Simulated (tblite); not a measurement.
Parent: `[NH2:1][SiH2:2][CH2:3][SiH2:4][SiH3:5]` with H–N1–Si2–C3 47° and -176°, N1–Si2–C3–Si4 174°, Si2–C3–Si4–Si5 -63°, CH11NSi3.

Structures optimised with GFN2-xTB, isolated species. One conformer each, not checked by frequencies here.

```
coordinate of the parent    value
                  N1–Si2  1.725 Å
                  Si2–C3  1.896 Å
                  C3–Si4  1.900 Å
                 Si4–Si5  2.305 Å
               N1–Si2–C3   106.1°
              Si2–C3–Si4   115.0°
              C3–Si4–Si5   112.0°
```

How does the shared frame change in `[CH2:1]=[CH:2][CH2:3][Si@@H:4]([NH2:5])[CH2:6][SiH2:7][SiH3:8]` with C1–C2–C3–Si4 -102°, C2–C3–Si4–N5 64°, C3–Si4–N5–H -41° and 180°, C3–Si4–C6–Si7 -56°, Si4–C6–Si7–Si8 -61°, C4H15NSi3? Atoms pair as N1 = N5, Si2 = Si4, C3 = C6, Si4 = Si7, Si5 = Si8 (parent first).

```csv
parent,relative,value in the relative,change
N1–Si2,N5–Si4,1.724 Å,-0.001
Si2–C3,Si4–C6,1.897 Å,+0.001
C3–Si4,C6–Si7,1.905 Å,+0.005
Si4–Si5,Si7–Si8,2.307 Å,+0.002
N1–Si2–C3,N5–Si4–C6,106.8°,+0.7
Si2–C3–Si4,Si4–C6–Si7,115.9°,+0.9
C3–Si4–Si5,C6–Si7–Si8,112.7°,+0.7
```

Of the parent's bonds, C3–Si4 changes most (+0.005 Å). Bonds of the relative outside the shared frame: C1=C2 1.322, C2–C3 1.483, C3–Si4 1.909 Å. Point group C1 → C1.

The numbers are calculated, not measured.
